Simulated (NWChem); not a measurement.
System: ZnHSCl; SMILES [SH][Zn][Cl]

Here is an NWChem input.

```
start job
memory heap 200 mb stack 900 mb global 1100 mb
geometry units angstroms noautoz
  Zn    -0.126411    -0.069360     0.000000
  Cl     0.023667     2.037988     0.000000
  S     -0.305880    -2.234399     0.000000
  H      1.050781    -2.384800     0.000000
end
basis spherical
  * library 6-31g*
end
dft
  xc xwpbe 1.00 cpbe96 1.0 hfexch 1.00
  cam 0.1 cam_alpha 0.0 cam_beta 1.0
  iterations 150
  vectors input atomic output neutral.movecs
end
task dft energy
charge 1
dft
  odft
  mult 2
  vectors input atomic output cation.movecs
end
task dft energy
```

All runs use the structure optimised with PBE-D3(BJ)/def2-SVP.

Ions are spin-unrestricted doublets at the neutral geometry; other ion states weren't tried. Functional: LC-ωPBE (HJS hole) with 6-31G*; the question gives the range parameter ω in 1/bohr.

Question: What results follow from this input? (LC-wPBE (HJS exchange hole, range parameter 0.1 per bohr)/6-31G* (spherical d), vertical spin-unrestricted ions.) Quantities: vertical ionisation energy, ΔSCF (eV); −ε(HOMO) (eV).

Answer: 
```json
{
 "vertical ionisation energy, ΔSCF (eV)": "9.74",
 "−ε(HOMO) (eV)": "7.89"
}
```
